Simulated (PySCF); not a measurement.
Point groups of optimised structures. The calculation used PBE0/pcSseg-1 in PySCF (dipole) on a GFN2-xTB geometry, gas phase. The symmetry is that of the one conformer found, every atom within 0.08 Å of its image; none is proved a minimum here.

Task: Point group, rotor type and polarity of `[F:1][c:2]1[cH:3][cH:4][cH:5][c:6](-[n:7]2[n:8][cH:9][cH:10][n:11]2)[cH:12]1` with C5–C6–N7–N8 180°?

Result: Cs; asymmetric top; symmetry number 1; 2 operations, which sort the 18 atoms into 18 sets; dipole 1.77 D, in the ab plane, which is the mirror; A, B, C = 2471, 595.6, 479.9 MHz.

Task: Point group, rotor type and polarity of `[CH3:1][O:2][C:3](=[O:4])[c:5]1[p:6][cH:7][cH:8][n:9]1[CH3:10]` with C1–O2–C3–O4 0°, O2–C3–C5–P6 0°, H–C1–O2–C3 -60° (nearest H), H–C10–N9–C8 0° (nearest H)?

Result: Cs; asymmetric top; symmetry number 1; 2 operations, which sort the 18 atoms into 16 sets; dipole 1.86 D, in the ab plane, which is the mirror; heavy atoms equivalent by symmetry: none.

Task: `[SiH3:1][CH2:2][C@H:3]1[CH:4]=[CH:5][O:6][CH:7]=[CH:8][CH2:9]1` with Si1–C2–C3–C4 177°, C2–C3–C4–C5 81°, C4–C5–O6–C7 8°, C5–O6–C7–C8 14°, C7–C8–C9–C3 -49°: symmetry, top, dipole?

Result: C1; asymmetric top; symmetry number 1; this conformer is chiral (no improper operation); dipole 0.49 D.
